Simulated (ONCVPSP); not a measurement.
**Reading a pseudo-wave (Cl (Z = 17))**

Columns: radius, all-electron u(r) and pseudo u(r) of the 3p shell (level -8.70 eV) of chlorine in the configuration [Ne] 3s2 3p5; LDA (Perdew-Wang 92), scalar-relativistic, ONCV scheme, ONCVPSP 4.0.1.

```csv
r (bohr),all-electron,pseudo
0.055,-0.0858,0.0038
0.110,-0.2186,0.0143
0.165,-0.3166,0.0301
0.220,-0.3610,0.0511
0.275,-0.3561,0.0781
0.330,-0.3130,0.1117
0.385,-0.2433,0.1503
0.440,-0.1569,0.1915
0.495,-0.0616,0.2338
0.550,0.0367,0.2781
0.605,0.1337,0.3255
0.660,0.2263,0.3747
0.715,0.3127,0.4222
0.770,0.3918,0.4652
0.825,0.4627,0.5043
0.880,0.5254,0.5432
0.935,0.5799,0.5846
0.990,0.6265,0.6269
1.045,0.6656,0.6655
1.100,0.6976,0.6975
1.155,0.7231,0.7230
1.210,0.7427,0.7426
1.265,0.7569,0.7568
1.320,0.7663,0.7662
1.375,0.7714,0.7714
1.430,0.7728,0.7728
```

(1) How many radial nodes do the two functions have?

(2) At about which radius was the pseudo-wave matched?

(3) Is the pseudo-wave norm-conserving?

## Answers

(1) The all-electron 3p function has n − l − 1 = 1; the pseudo-wave has 0, since the states of the same l below it are removed with the core.

(2) 1.05 bohr. The columns agree to 0.0005 from 0.99 bohr on; several derivatives are matched, so the curves merge somewhat inside the radius.

(3) Yes: the ONCV scheme keeps the norm inside the radius equal to the all-electron one, which fixes the energy derivative of the logarithmic derivative at the level.
